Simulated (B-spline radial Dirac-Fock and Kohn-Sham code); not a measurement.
# Core and valence levels of Nb⁺

System: the Nb⁺ ion, configuration [Kr] 4d3 5p1 (an excited configuration); nuclear rms radius 4.324 fm (A = 93).

Level of theory: relaxed Dirac-Fock hole states (ΔSCF) with Breit and QED corrections and a finite nucleus; an atomic code on a B-spline grid. The model has no electron correlation. Energies are counted from the vacuum level.

All terms are in eV, carry their sign (relaxation lowers the binding energy) and add up to the binding energy; ⟨r⟩ is the mean radius of the orbital in the initial state.

```tsv
subshell	−ε (Koopmans)	relaxation	Gaunt	retardation	QED	binding energy	⟨r⟩ (bohr)
K	19111.4	-57.75	-36.23	2.67	-16.69	19003.4	0.036
L1	2756.1	-29.73	-2.91	0.13	-1.93	2721.7	0.157
L2	2521.1	-32.58	-5.37	0.59	0.19	2484.0	0.135
L3	2424.7	-31.87	-3.82	0.67	-0.01	2389.7	0.139
M1	501.1	-10.93	-0.33	0.00	-0.35	489.5	0.440
M2	411.1	-11.13	-0.69	0.07	0.04	399.4	0.437
M3	394.9	-10.85	-0.43	0.09	0.00	383.7	0.446
M4	236.8	-11.73	-0.11	0.00	0.04	225.0	0.430
M5	233.8	-11.61	0.00	0.00	0.03	222.2	0.433
N1	83.66	-2.91	-0.04	0.00	-0.05	80.66	1.164
N2	55.77	-2.57	-0.07	0.01	0.01	53.14	1.278
N3	53.51	-2.47	-0.04	0.01	0.00	51.02	1.306
N4,5	17.48	-1.27	0.01	0.00	0.00	16.23	1.889
O2,3	8.91	-0.04	0.00	0.00	0.00	8.87	4.348
```

For the deepest level, K (1s), the Breit terms make up -0.177 % of the binding energy, QED -0.088 % and orbital relaxation -0.304 %.

Spin-orbit splittings: 2p 94.28 eV, 3p 15.70 eV, 3d 2.77 eV, 4p 2.13 eV.

Values without a named source are computed, but for edge energies of neutral atoms, which are taken from tables.
